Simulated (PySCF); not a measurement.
## Magnetisability: `Cc1c[n]([GeH3])nn1`, C₃H₇GeN₃

Molfile (atoms numbered from 1):
```
C3H7GeN3
     RDKit          3D

 14 14  0  0  0  0  0  0  0  0999 V2000
    2.6454    0.1836    0.5912 C   0  0  0  0  0  0  0  0  0  0  0  0
    1.2189   -0.1484    0.3464 C   0  0  0  0  0  0  0  0  0  0  0  0
    0.0808    0.6081    0.5346 C   0  0  0  0  0  0  0  0  0  0  0  0
   -0.9429   -0.1817    0.1397 N   0  0  0  0  0  0  0  0  0  0  0  0
   -2.7774   -0.0641    0.0614 Ge  0  0  0  0  0  4  0  0  0  0  0  0
   -0.4439   -1.3589   -0.2664 N   0  0  0  0  0  0  0  0  0  0  0  0
    0.8256   -1.3425   -0.1459 N   0  0  0  0  0  0  0  0  0  0  0  0
    2.9547    1.0193   -0.0352 H   0  0  0  0  0  0  0  0  0  0  0  0
    3.2563   -0.6828    0.3555 H   0  0  0  0  0  0  0  0  0  0  0  0
    2.8000    0.4611    1.6328 H   0  0  0  0  0  0  0  0  0  0  0  0
   -0.0757    1.6038    0.8993 H   0  0  0  0  0  0  0  0  0  0  0  0
   -3.1442   -1.2087   -0.8012 H   0  0  0  0  0  0  0  0  0  0  0  0
   -3.1020    1.2775   -0.5148 H   0  0  0  0  0  0  0  0  0  0  0  0
   -3.2964   -0.1667    1.4603 H   0  0  0  0  0  0  0  0  0  0  0  0
  1  2  1  0
  2  3  2  0
  3  4  1  0
  4  5  1  0
  4  6  1  0
  6  7  2  0
  7  2  1  0
  1  8  1  0
  1  9  1  0
  1 10  1  0
  3 11  1  0
  5 12  1  0
  5 13  1  0
  5 14  1  0
M  END
```

Method: GIAO PBE0/pcSseg-1 magnetisability, rotational g tensor and spin-rotation constants, non-relativistic, gas phase (PySCF). Geometry: GFN2-xTB.

The calculation is non-relativistic, which matters for the atoms heavier than Zn.

Task: What are the magnetisability and the molar susceptibility?

Result: Isotropic -1248 × 10⁻³⁰ J/T², or -75.1 × 10⁻⁶ cm³/mol; principal values -1746, -1055, -943 × 10⁻³⁰ J/T², anisotropy 753 × 10⁻³⁰ J/T² (root of half the summed squared differences of the principal values). The susceptibility is in cgs units.

Task: Split it along the inertial axes a, b, c into diamagnetic and paramagnetic parts about the centre of mass, with the quadrupole moment.

Result: 
```
axis  χ (10⁻⁶ cm³/mol)  diamagnetic (10⁻⁶ cm³/mol)  paramagnetic (10⁻⁶ cm³/mol)  summed x² of all electrons (Å²)  quadrupole Θ (D Å)
   a             -62.8                      -274.3                        211.4                            318.8               +7.58
   b             -57.5                     -1420.5                       1363.0                             48.6               -5.53
   c            -105.1                     -1559.0                       1453.8                             16.0               -2.05
```
Anisotropies 2χaa − χbb − χcc = +36.9 and 2χbb − χaa − χcc = +53.1 × 10⁻⁶ cm³/mol. Θ is traceless in Buckingham's convention.

Task: And the rotational g tensor?

Result: 
| axis | rotational constant (GHz) | g | nuclear part | electronic part |
| --- | --- | --- | --- | --- |
| a | 7.4102 | -0.1259 | 0.6101 | -0.7360 |
| b | 0.8588 | -0.0137 | 0.5363 | -0.5500 |
| c | 0.7806 | +0.0043 | 0.5375 | -0.5332 |

Asymmetric top; isotopes 12C, 74Ge, 1H, 14N; no vibrational averaging.
